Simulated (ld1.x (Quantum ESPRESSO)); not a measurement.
**Ge (Z = 32), TM: configuration errors across variants**

ld1.x (Quantum ESPRESSO) 7.5 input, shortened:

```
&input
   title='Ge', zed=32., rel=1, dft='PBE', iswitch=3,
   config='[Ar] 3d10 4s2 4p2'
 /
 &inputp
   pseudotype=2, tm=.true., lloc=-1, rcloc=1.25,
   nlcc=.false.
 /
3
4S  1  0   2.00   0.00  1.90  1.90  0.0
4P  2  1   2.00   0.00  1.80  1.80  0.0
3D  3  2  10.00   0.00  1.20  1.20  0.0
 &test
   configts(1)='3d10 4s2 4p2'
 /
```

All-electron excitation energies from the reference (eV): (1) 3d10 4s2 4p1 7.444; (2) 3d10 4s1 4p2 16.160; (3) 3d10 4s1 4p3 7.972.

Tests that are not counted but printed errors over 1 eV. “base”: 3d9 4s2 4p3 (solver errors, printed error -2393 eV); 3d10 4s2 4p0 (solver errors, printed error -2361 eV); 2 more. “type RRKJ; local potential the d channel; rho0 0.001”: 3d9 4s2 4p3 (solver errors, printed error -145 eV); 3d9 4s2 4p2 (solver errors, printed error -75.5 eV). “wave 3d (bound): rc 1.20 bohr becomes 3d (bound): rc 1.30 bohr”: 3d9 4s2 4p3 (solver errors, printed error -2320 eV); 3d9 4s2 4p2 (solver errors, printed error -1811 eV); 2 more. “core correction a·sin(br)/r model core inside 0.46 bohr”: 3d9 4s2 4p3 (solver errors, printed error -2422 eV); 3d9 4s2 4p2 (solver errors, printed error -2260 eV); 2 more. “wave 4s (bound): rc 1.90 bohr becomes 4s (bound): rc 2.76 bohr”: 3d9 4s2 4p2 (solver errors, printed error -1846 eV); 3d9 4s2 4p3 (solver errors, printed error -20.4 eV); 1 more.

1 further variants failed, have other tests or too few solved ones, and are left out.

A true bound ghost makes a file unfit for plane-wave use even where its test errors are small: the radial tests pick states by their node count and pass the ghost by. Where a test does run into it, the solver fails or the error is huge.

Errors AE − PS in meV (a dash: test not solved or not reliable):

```csv
change,(1),(2),(3),bound ghosts
base,-4.1,-1.7,-1.6,s
local potential all-electron potential smoothed inside 1.14 bohr (lloc = -1),-0.2,+5.7,+0.4,s
type RRKJ; local potential the d channel; rho0 0.001,-0.2,+4.1,+1.3,"s, p"
"all radii scaled by about 0.75 (s 1.42, p 1.34, d 0.90 bohr); local potential all-electron potential smoothed inside 0.94 bohr (lloc = -1)",+5.3,+28,+4.6,s
wave 3d (bound): rc 1.20 bohr becomes 3d (bound): rc 1.30 bohr,-4.1,-1.7,-1.6,s
core correction a·sin(br)/r model core inside 0.46 bohr,-4.4,-6.2,-4.3,s
wave 4s (bound): rc 1.90 bohr becomes 4s (bound): rc 2.76 bohr,-11,-61,-44,s
wave 4p (bound): rc 1.80 bohr becomes 4p (bound): rc 2.64 bohr,-4.7,+4.6,+3.8,s
```

(1) Give the same row for: wave 4p (bound): rc 1.80 bohr becomes 4p (bound): rc 2.74 bohr.

Results:

(1) -5.0, +6.8, +5.4; bound ghosts: s. Not counted: 3d9 4s2 4p3 (solver errors, printed error -2297 eV); 3d9 4s2 4p2 (solver errors, printed error -1836 eV); 2 more.
